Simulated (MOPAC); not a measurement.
A run for MOPAC: AM1 on AlAsH4O (SMILES [OH][AlH][AsH2]), a point of a torsion scan.

```
AM1 1SCF PRECISE CHARGE=0 THREADS=1
AlAsH4O

O     -1.58063816 1    -0.61952817 1     0.45408719 1
Al    -0.47408384 1     0.41836898 1    -0.18846160 1
As     1.89427557 1     0.12100871 1     0.14621690 1
H     -2.28967977 1    -1.15349723 1     0.78670469 1
H     -1.13038634 1     1.56730580 1    -0.99315250 1
H      1.53760082 1    -1.35014598 1     0.21208635 1
H      1.51807405 1     0.22766285 1     1.61438684 1
```

It printed:

```
*******************************************************************************
 **                                                                           **
 **                              MOPAC v23.2.5                                **
 **                                                                           **
 *******************************************************************************
 ** MOPAC's Digital Object Identifier: https://doi.org/10.5281/zenodo.6511958 **
 **                                                                           **
 ** Please cite the open-source release paper for use of this MOPAC version:  **
 ** J. E. Moussa and J. J. P. Stewart (2026)                                  **
 ** MOPAC: An open-source semiempirical molecular orbital program             **
 ** J. Open Source Softw., 11(119), 8025, https://doi.org/10.21105/joss.08025 **
 *******************************************************************************

                              AM1 CALCULATION RESULTS

 *******************************************************************************
 *  AM1        - The AM1 Hamiltonian to be used
 *
 *
 *
 *                 CHARGE ON SYSTEM = 0
 *
 *
 *
 *  PRECISE    - TIGHTER CRITERIA TO BE USED
 *  1SCF       - DO 1 SCF AND THEN STOP
 *  THREADS=1  - MULTI-THREADING NOT USED
 *  T=         - A TIME OF 172800.0 SECONDS REQUESTED
 *  DUMP=N     - RESTART FILE WRITTEN EVERY 7200.0 SECONDS REQUESTED
 *******************************************************************************
AM1 1SCF PRECISE CHARGE=0 THREADS=1
 AlAsH4O

   ATOM   CHEMICAL          X               Y               Z
  NUMBER   SYMBOL      (ANGSTROMS)     (ANGSTROMS)     (ANGSTROMS)

     1       O         -1.58063816  *  -0.61952817  *   0.45408719  *
     2      Al         -0.47408384  *   0.41836898  *  -0.18846160  *
     3      As          1.89427557  *   0.12100871  *   0.14621690  *
     4       H         -2.28967977  *  -1.15349723  *   0.78670469  *
     5       H         -1.13038634  *   1.56730580  *  -0.99315250  *
     6       H          1.53760082  *  -1.35014598  *   0.21208635  *
     7       H          1.51807405  *   0.22766285  *   1.61438684  *



          CARTESIAN COORDINATES

    NO.       ATOM           X           Y           Z

     1         O         -1.5806     -0.6195      0.4541
     2        Al         -0.4741      0.4184     -0.1885
     3        As          1.8943      0.1210      0.1462
     4         H         -2.2897     -1.1535      0.7867
     5         H         -1.1304      1.5673     -0.9932
     6         H          1.5376     -1.3501      0.2121
     7         H          1.5181      0.2277      1.6144

  H: (AM1): M.J.S. DEWAR ET AL, J. AM. CHEM. SOC. 107 3902-3909 (1985)
  O: (AM1): M.J.S. DEWAR ET AL, J. AM. CHEM. SOC. 107 3902-3909 (1985)
 Al: (AM1): M. J. S. Dewar, A. J. Holder, Organometallics, 9, 508-511 (1990).
 As: (AM1): J. J. P. STEWART, J. MOL. MOD., 10, 155-164 (2004)

           Empirical Formula: H4 O Al As  =     7 atoms



      MOLECULAR POINT GROUP   :   C1


      RHF CALCULATION, NO. OF DOUBLY OCCUPIED LEVELS = 9


 -------------------------------------------------------------------------------
 AM1 1SCF PRECISE CHARGE=0 THREADS=1
 AlAsH4O



     1SCF WAS SPECIFIED, SO BFGS WAS NOT USED
     SCF FIELD WAS ACHIEVED


                              AM1 CALCULATION
                                                       MOPAC v23.2.5 Linux




          FINAL HEAT OF FORMATION =        -46.34004 KCAL/MOL =    -193.88671 KJ/MOL


          COSMO AREA              =        114.64 SQUARE ANGSTROMS
          COSMO VOLUME            =        102.48 CUBIC ANGSTROMS

          IONIZATION POTENTIAL    =          9.081008 EV
          HOMO LUMO ENERGIES (EV) =         -9.081 -0.288
          NO. OF FILLED LEVELS    =          9
          MOLECULAR WEIGHT        =        121.9341         POINT GROUP:  C1

          MOLECULAR DIMENSIONS (Angstroms)

            Atom       Atom       Distance
            H     4   As     3     4.42042
            H     5    H     6     3.84757
            H     7    H     5     1.91274


          SCF CALCULATIONS        =          1





   ATOM   CHEMICAL          X               Y               Z
  NUMBER   SYMBOL      (ANGSTROMS)     (ANGSTROMS)     (ANGSTROMS)

     1       O         -1.58063816  *  -0.61952817  *   0.45408719  *
     2      Al         -0.47408384  *   0.41836898  *  -0.18846160  *
     3      As          1.89427557  *   0.12100871  *   0.14621690  *
     4       H         -2.28967977  *  -1.15349723  *   0.78670469  *
     5       H         -1.13038634  *   1.56730580  *  -0.99315250  *
     6       H          1.53760082  *  -1.35014598  *   0.21208635  *
     7       H          1.51807405  *   0.22766285  *   1.61438684  *

                             CARTESIAN COORDINATES

   1    O       -1.580638160    -0.619528170     0.454087190
   2   Al       -0.474083840     0.418368980    -0.188461600
   3   As        1.894275570     0.121008710     0.146216900
   4    H       -2.289679770    -1.153497230     0.786704690
   5    H       -1.130386340     1.567305800    -0.993152500
   6    H        1.537600820    -1.350145980     0.212086350
   7    H        1.518074050     0.227662850     1.614386840


           Empirical Formula: H4 O Al As  =     7 atoms



      MOLECULAR POINT GROUP   :   C1


                  EIGENVALUES
 -35.32373 -19.85631 -18.46394 -13.48851 -12.74981 -12.27940 -11.91886 -10.99893
  -9.08101  -0.28798  -0.10271   1.30660   1.64769   1.79233   2.71246   6.83245


              NET ATOMIC CHARGES AND DIPOLE CONTRIBUTIONS

  ATOM NO.   TYPE          CHARGE      No. of ELECS.   s-Pop       p-Pop
    1          O          -0.642530        6.6425     1.73742     4.90511
    2         Al           0.409817        2.5902     1.07695     1.51324
    3         As           0.219167        4.7808     1.88609     2.89474
    4          H           0.306161        0.6938     0.69384
    5          H          -0.098065        1.0981     1.09806
    6          H          -0.097114        1.0971     1.09711
    7          H          -0.097435        1.0974     1.09744
 DIPOLE           X         Y         Z       TOTAL
 POINT-CHG.     1.677     0.952    -0.848     2.106
 HYBRID        -2.956    -2.211     1.867     4.137
 SUM           -1.279    -1.259     1.018     2.064


          ATOMIC ORBITAL ELECTRON POPULATIONS

     Atom    s        px        py        pz
    1  O   1.73742   1.54818   1.63798   1.71896
    2 Al   1.07695   0.65955   0.48003   0.37365
    3 As   1.88609   1.00788   0.94131   0.94555
    4  H   0.69384
    5  H   1.09806
    6  H   1.09711
    7  H   1.09744

 **********************
 *                    *
 * JOB ENDED NORMALLY *
 *                    *
 **********************




 == MOPAC DONE ==
```

The run finished.

Cost: about 0.020 core-seconds (a rough figure).
